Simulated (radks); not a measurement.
All-electron atom: Sr in [Kr] 5s2.

All-electron calculation, non-relativistic Kohn-Sham, exchange-only LDA, spin-unpolarised, spherical densities, point nucleus; relativity is left out, which matters for an element this heavy. Program: a radial shooting solver on a logarithmic mesh with Libxc functionals.

Energy parts (eV):
total: -85062.741
kinetic: 85062.741
electron-nucleus: -203085.541
Hartree: 35579.038
exchange: -2618.980

Orbitals (lengths in bohr, moments of r in powers of bohr; r(max) is where P^2 peaks):
orbital  occ.  eigenvalue (eV)   r(max)     <r^2>       <r^4>
1s          2        -15586.00  0.02659  0.002166  0.00001191
2s          2        -2079.445   0.1495   0.03695    0.002340
2p          6        -1895.831   0.1179   0.02833    0.001593
3s          2        -318.5987   0.4467    0.2922      0.1339
3p          6        -251.3972   0.4355    0.2968      0.1463
3d         10        -129.2777   0.3754    0.3016      0.1852
4s          2         -38.2870    1.213     2.185       7.434
4p          6         -21.7168    1.334     2.890       13.90
5s          2          -2.7956    3.736     22.99       866.6

The highest occupied level is 5s at -2.796 eV. Summed over all electrons, <r^2> = 73.32 bohr^2, which gives a Langevin (diamagnetic) susceptibility term of -58.1 x 10^-6 cm^3/mol.
